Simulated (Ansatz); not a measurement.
Ansatz (a first-principles code) input:

Ansatz 0.2 input:
```yaml
crystal:
  periodic: [false, false, false]
  atoms:
    - {symbol: Cu, position_ang: [-0.00000000, -0.00000000, -0.80506115]}
    - {symbol: Cl, position_ang: [0.00000000, 0.00000000, 1.37333961]}
basis:
  gaussian:
    orbitals: def2-TZVPP
magnetization: {spin_polarized: true, initial_magnetization: 2}
correlation: {method: ccsd_t, electrons: outside_noble_gas}
```

Question: Predict the final energy.

Answer: -2099.06552 Eh (CCSD(T)/def2-TZVPP). The basis has 106 functions.

The spin state was set by rule; other spins were not relaxed.
